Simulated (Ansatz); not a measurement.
`O[SiH2][SiH](O)O`, charge 0, multiplicity 1.

**Question.** Give a relaxed structure at PBE0-D4/def2-TZVP (Ansatz 0.2.0). (Best estimate.)

**Answer.** The calculation gave: 
Z-matrix (Å, degrees):
```
Si
Si 1 2.359
O 1 1.669 2 99.8
H 1 1.492 2 114.9 3 -118.4
H 1 1.493 2 114.4 3 117.8
O 2 1.643 1 113.5 3 -114.9
O 2 1.646 1 102.5 3 7.1
H 2 1.480 1 115.3 3 126.4
H 3 0.958 1 118.7 2 -178.3
H 6 0.958 2 118.0 1 55.9
H 7 0.962 2 114.4 1 -7.1
```
This is one stationary point; other conformers may exist.
